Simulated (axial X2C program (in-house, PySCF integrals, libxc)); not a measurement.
Potential curves of PBr⁻, without spin–orbit coupling

Computed with an axial X2C code built on PySCF integrals. Spin-free means the one-electron spin-free X2C Hamiltonian. Basis: Br dyall-acv3z [9s10p7d5f1g], P dyall-av3z [9s8p3d2f] (cores contracted in-house); Gaussian nuclei, density fitting, unrestricted open shells. Masses: Br 78.918 u, P 30.974 u.

State: M_S = 1/2, Λ = 1 (beyond evenly filled blocks: π+α, π+β, π-α). Energies in cm⁻¹ from the fragments at the same level (Br- + P). Fits are polynomials in 1 − R0/R over 0.85 to 1.23 times the lowest point R0.

| R (Å) | PBE0 | HF | CCSD | PW91 |
| --- | --- | --- | --- | --- |
| 2.0167 | -535 | 12348 |  | -1627 |
| 2.1094 | -3654 | 8739 | -520 | -4873 |
| 2.1789 | -4955 | 7117 | -2032 | -6277 |
| 2.2485 | -5610 | 6167 | -2880 | -7039 |
| 2.3180 | -5782 | 5722 | -3229 | -7317 |
| 2.3991 | -5542 | 5663 | -3175 | -7198 |
| 2.4803 | -4964 | 5953 | -2769 | -6737 |
| 2.5846 | -3905 | 6654 | -1905 | -5818 |
| 2.7121 | -2345 | 7787 |  | -4413 |
| 2.8975 | 80 | 9606 |  | -2180 |

Correlated methods: 13 electrons correlated (number of frozen shells: Br 3 s, 2 p, 1 d; P 2 s, 1 p), 245 virtual spin orbitals or spinors in MP2, 90 natural virtuals in coupled cluster.

The state is a single determinant with fixed occupations, the lowest that a limited PBE0 search found. Dissociation energies refer to the lowest single-determinant-based atoms at the same level and basis. CCSD ran in a truncated set of natural virtual spinors with an MP2 remainder; without triples it tends to underbind. Without a current term, density functionals place determinants with orbital angular momentum somewhat too high. The atomic limit has a lower orbital projection than the molecule and lies lower at mean-field level, so De may be about a tenth of an eV too small. The highest occupied level of some functionals is positive through self-interaction error; at Hartree–Fock it is bound. Hartree–Fock gets electron affinities wrong, so its lowest charge split need not be the true one. Coupled cluster ran on the points near the minimum only. MP2 and coupled cluster on one determinant become unreliable at the stretched end.

Problem. Fit the PBE0 curve near its minimum: give the equilibrium distance, the harmonic wavenumber and the well depth.

Solution. At PBE0, spin-free: Re = 2.313 Å, ωe ≈ 336 cm⁻¹, De = 0.72 eV to Br- + P; Be follows as 0.142 cm⁻¹.

Problem. Fit the HF curve near its minimum: give the equilibrium distance, the harmonic wavenumber and the well depth.

Solution. At HF, spin-free: Re = 2.369 Å, ωe ≈ 303 cm⁻¹, De = -0.70 eV to Br- + P; Be follows as 0.135 cm⁻¹.

Problem. Fit the CCSD curve near its minimum: give the equilibrium distance, the harmonic wavenumber and the well depth.

Solution. At CCSD, spin-free: Re = 2.347 Å, ωe ≈ 318 cm⁻¹, De = 0.40 eV to Br- + P; Be follows as 0.138 cm⁻¹.

Problem. Fit the PW91 curve near its minimum: give the equilibrium distance, the harmonic wavenumber and the well depth.

Solution. At PW91, spin-free: Re = 2.335 Å, ωe ≈ 322 cm⁻¹, De = 0.91 eV to Br- + P; Be follows as 0.139 cm⁻¹.
